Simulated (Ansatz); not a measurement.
C3H9O3Si, doublet, geometry from GFN2-xTB. Base run: CCSD(T)/3-21G (Ansatz, a program for electronic structure).

Ansatz was given this input:
Ansatz 0.2 input:
```yaml
crystal:
  periodic: [false, false, false]
  atoms:
    - {symbol: C, position_ang: [2.59041717, -0.43015737, 0.21283822]}
    - {symbol: O, position_ang: [1.29001178, -0.35706475, 0.70058504]}
    - {symbol: Si, position_ang: [-0.01592990, -0.09844419, -0.23473829]}
    - {symbol: C, position_ang: [-0.01923305, 1.94632614, -0.21150278]}
    - {symbol: O, position_ang: [-0.11813903, -0.40803273, -1.72964782]}
    - {symbol: O, position_ang: [-1.18007409, -0.36298798, 0.87069506]}
    - {symbol: C, position_ang: [-2.53470170, -0.44244735, 0.56579521]}
    - {symbol: H, position_ang: [3.15906055, -1.08992391, 0.87110618]}
    - {symbol: H, position_ang: [2.61378923, -0.82099755, -0.80498669]}
    - {symbol: H, position_ang: [3.05406604, 0.56103127, 0.22325465]}
    - {symbol: H, position_ang: [-0.94864208, 2.23880866, -0.67009650]}
    - {symbol: H, position_ang: [0.83712847, 2.24309092, -0.79307905]}
    - {symbol: H, position_ang: [0.05170204, 2.22047767, 0.82805768]}
    - {symbol: H, position_ang: [-3.00458209, -1.10470425, 1.29558429]}
    - {symbol: H, position_ang: [-2.99727137, 0.54652023, 0.63999851]}
    - {symbol: H, position_ang: [-2.69551594, -0.83372921, -0.43934515]}
basis:
  gaussian:
    orbitals: 3-21G.json
magnetization: {spin_polarized: true, initial_magnetization: 1}
correlation: {method: ccsd_t}
```
The basis file holds 3-21G in the JSON format of the Basis Set Exchange.

Each row names what was changed in the base input (with any setting that the change needs).

```
change                                                             ΔE vs base (mEh)  MP2 correlation (Eh)  CC correlation without the perturbative part (Eh)  basis functions  core-seconds (rough)
-----------------------------------------------------------------  ----------------  --------------------  -------------------------------------------------  ---------------  --------------------
base                                                                          0.000              -0.63488                                           -0.69694               85                    60
accuracy = high                                                              -0.027              -0.63490                                           -0.69694               85                    90
diis_vectors = 4                                                              0.002              -0.63488                                           -0.69694               85                    70
method = ccsd                                                            (withheld)              -0.63488                                           -0.69694               85                    40
lower_state_search = off                                                      0.002              -0.63488                                           -0.69694               85                    30
method = mp2                                                             (withheld)              -0.63488                                                  -               85                     8
fitting = cc-pVTZ-JKFIT (mean field), cc-pVTZ-RIFIT (correlation)             0.127              -0.63489                                           -0.69693               85                    50
method = bccd_t                                                              -0.744              -0.63488                                           -0.69365               85                    60
electrons = all                                                          (withheld)            (withheld)                                         (withheld)               85                   100
method = bccd                                                                20.453              -0.63488                                           -0.69365               85                    60
```

Fill in the missing entries.


- method = ccsd, ΔE vs base (mEh): 17.160
- method = mp2, ΔE vs base (mEh): 79.216
- electrons = all, ΔE vs base (mEh): -16.730
- electrons = all, MP2 correlation (Eh): -0.65233
- electrons = all, CC correlation without the perturbative part (Eh): -0.71331
